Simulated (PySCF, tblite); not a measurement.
Isomers of C5H11N2Si (doublet state), one GFN2-xTB conformer each. Single-point energies are computed at B3LYP/pcH-1 (PySCF, gas phase, no added dispersion term), electronic only. GFN2-xTB treats the open shell by occupation alone, and not every SCF solution was tested for stability.

```tsv
SMILES	GFN2-xTB relative energy (kJ/mol)
C=C[C@@H]1[CH]N[Si@@H](C)N1	0.0
C=C[C@@H]1C[N][Si@@H](C)N1	33.0
```

Conformers: `[CH2:1]=[CH:2][C@@H:3]1[CH:4][NH:5][Si@@H:6]([CH3:7])[NH:8]1` (doublet state) with C1–C2–C3–C4 -104°, C2–C3–C4–N5 -102°, C3–C4–N5–Si6 -4°, C4–N5–Si6–C7 -126°, N5–Si6–N8–C3 21°; `[CH2:1]=[CH:2][C@@H:3]1[CH2:4][N:5][Si@@H:6]([CH3:7])[NH:8]1` (doublet state) with C1–C2–C3–C4 -118°, C2–C3–C4–N5 -98°, C3–C4–N5–Si6 -10°, C4–N5–Si6–C7 -120°, N5–Si6–N8–C3 19°.

**Question.** What does B3LYP/pcH-1 give for the same structures?

**Answer.** 
| SMILES | B3LYP/pcH-1 E (Eh) | B3LYP/pcH-1 (kJ/mol) | GFN2-xTB (kJ/mol) | point group |
| --- | --- | --- | --- | --- |
| C=C[C@@H]1[CH]N[Si@@H](C)N1 | -596.16212 | 0.0 | 0.0 | C1 |
| C=C[C@@H]1C[N][Si@@H](C)N1 | -596.14348 | 48.9 | 33.0 | C1 |

Both levels put the same isomer lowest. 

**Question.** What happens when harmonic zero-point energies from GFN2-xTB frequencies are added?

**Answer.** 
```json
{"SMILES": "C=C[C@@H]1[CH]N[Si@@H](C)N1", "ZPE (kJ/mol)": "394.8", "electronic (kJ/mol)": "0.0", "with ZPE (kJ/mol)": "0.0"}
{"SMILES": "C=C[C@@H]1C[N][Si@@H](C)N1", "ZPE (kJ/mol)": "395.5", "electronic (kJ/mol)": "48.9", "with ZPE (kJ/mol)": "49.6"}
```

The zero-point energies span 0.7 kJ/mol. The order is unchanged.
